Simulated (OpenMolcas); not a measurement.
Computed levels of 4s² 4p³ in ions with 33 electrons, in cm-1 above ⁴S°_3/2.

* Program: OpenMolcas
* Method: CASSCF
* Basis: ANO-RCC-VTZP
* Scalar Hamiltonian: DKH2, point nucleus
* Spin-orbit coupling: RASSI with atomic mean-field integrals over the reference wave functions, term energies averaged over their components

Active space for each ion: 3 electrons in 3 orbitals (4p).

```json
{"Level": "²D°_3/2", "As": "14532", "Se+": "17454", "Kr3+": "22005"}
{"Level": "²D°_5/2", "As": "14712", "Se+": "17852", "Kr3+": "23229"}
{"Level": "²P°_1/2", "As": "24284", "Se+": "29530", "Kr3+": "38316"}
{"Level": "²P°_3/2", "As": "24525", "Se+": "30064", "Kr3+": "39989"}
```

Task: Estimate ²D°_3/2, ²D°_5/2 for Br2+ from its neighbours Se+ and Kr3+.

Result: ²D°_3/2 is another term, which grows about linearly with the charge: (17454 + 22005) / 2 = 19730. The calculation gives 19822, so the estimate is off by -0.5 %.
²D°_5/2 is another term, which grows about linearly with the charge: (17852 + 23229) / 2 = 20540. The calculation gives 20572, so the estimate is off by -0.2 %.

With the s shell closed, the reference lacks s² → p² mixing. Without dynamic correlation excited terms often stand tens of per cent too high (terms of higher spin than the ground term too low), and those without a measured partner can miss by more than the paired ones (holds for As; Se+). Only configurations of the active space appear.

° marks odd parity.
